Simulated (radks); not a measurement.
The numbers below are computed, except where a source is named.
Neutral tungsten inside a hard spherical wall (all orbitals vanish at R), configuration held at [Xe] 4f14 5d4 6s2 and not refilled when levels cross. Level of theory: scalar-relativistic Kohn-Sham, LDA (Slater exchange, VWN5 correlation), spin-unpolarised, spherical densities, finite nucleus; Fermi nuclear charge, rms radius 5.3658 fm (a radial shooting solver on a logarithmic mesh with Libxc functionals). Eigenvalues in eV, with the zero of energy where the potential of the charges vanishes at infinity; a dash marks a level that is unbound or too diffuse for the functional's potential to be trusted. A positive occupied level is held by the wall or, in an anion where self-interaction has pushed it up, behind a barrier. The pressure on the wall is -dE/dV.

R (bohr) = free: E (hartree) -16130.6109; kinetic (hartree) 17762.523; e(5p) -43.393; e(4f) -33.471; e(6s) -5.900; e(5d) -4.683; e(6p, empty) -1.462; e(7s, empty) -0.042; pressure (GPa) 0
R (bohr) = 8: E (hartree) -16130.6068; kinetic (hartree) 17762.561; e(5p) -43.177; e(4f) -33.250; e(6s) -5.721; e(5d) -4.490; e(6p, empty) -0.917; e(7s, empty) 4.143; pressure (GPa) 0.186
R (bohr) = 7: E (hartree) -16130.5968; kinetic (hartree) 17762.634; e(5p) -42.832; e(4f) -32.892; e(6s) -5.417; e(5d) -4.183; e(6p, empty) -0.288; e(7s, empty) 6.910; pressure (GPa) 0.827
R (bohr) = 6: E (hartree) -16130.5626; kinetic (hartree) 17762.843; e(5p) -42.001; e(4f) -32.020; e(6s) -4.622; e(5d) -3.442; e(6p, empty) 1.132; e(7s, empty) 12.195; pressure (GPa) 3.87
R (bohr) = 5: E (hartree) -16130.4428; kinetic (hartree) 17763.448; e(5p) -40.083; e(4f) -29.964; e(6s) -2.498; e(5d) -1.686; e(6p, empty) 4.537; e(7s, empty) 23.143; pressure (GPa) 19.9
R (bohr) = 4: E (hartree) -16129.9917; kinetic (hartree) 17765.350; e(5p) -35.789; e(4f) -25.185; e(6s) 3.683; e(5d) 2.606; e(6p, empty) 13.655; e(7s, empty) 48.627; pressure (GPa) 123
R (bohr) = 3.5: E (hartree) -16129.3632; kinetic (hartree) 17767.783; e(5p) -31.878; e(4f) -20.660; e(6s) 10.997; e(5d) 6.981; e(6p, empty) 23.875; e(7s, empty) 74.427; pressure (GPa) 346
R (bohr) = 2.5: E (hartree) -16124.2180; kinetic (hartree) 17786.867; e(5p) -13.320; e(4f) 1.009; e(6s) 58.641; e(5d) 30.765; e(6p, empty) 84.314; e(7s, empty) 207.99; pressure (GPa) 4490
R (bohr) = 2: E (hartree) -16112.7678; kinetic (hartree) 17826.918; e(5p) 15.320; e(4f) 30.620; e(6s) 142.06; e(5d) 68.599; e(6p, empty) 180.92; e(7s, empty) 400.38; pressure (GPa) 23500
R (bohr) = 1.5: E (hartree) -16067.9530; kinetic (hartree) 17970.509; e(5p) 106.28; e(4f) 103.71; e(6s) 392.94; e(5d) 182.68; e(6p, empty) 454.89; e(7s, empty) 906.41; pressure (GPa) 184000
